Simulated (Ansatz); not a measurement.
| atom | x (Å) | y (Å) | z (Å) |
| --- | --- | --- | --- |
| B | 0.0000 | 0.0000 | 0.0000 |
| Al | 0.0000 | 0.0000 | 2.8700 |
| H | 0.0000 | 1.4592 | -0.6804 |
| B | 1.8460 | -1.0658 | -0.9940 |

Basis set: pcseg-2 (spherical functions). Charge 0, multiplicity 1.

Computed with Ansatz (development build ahead of 0.2.0); each method stands on the lowest determinant of its kind that the runs found.

Question: Give the atomization energy at this shape (free ground-state atoms in the same class of orbitals less the molecule, no zero-point energy) of singlet AlB2H by PBE (unrestricted), RHF.

Answer:

| method | atomization energy |
| --- | --- |
| PBE (unrestricted) | 618.0 kJ/mol |
| RHF | 302.2 kJ/mol |

Caution: the shape is not the minimum. Caution for PBE (unrestricted): the unrestricted determinant is a mixture of spin states. Caution for RHF: stretched shape with no unrestricted run beside it, a lower state can exist.
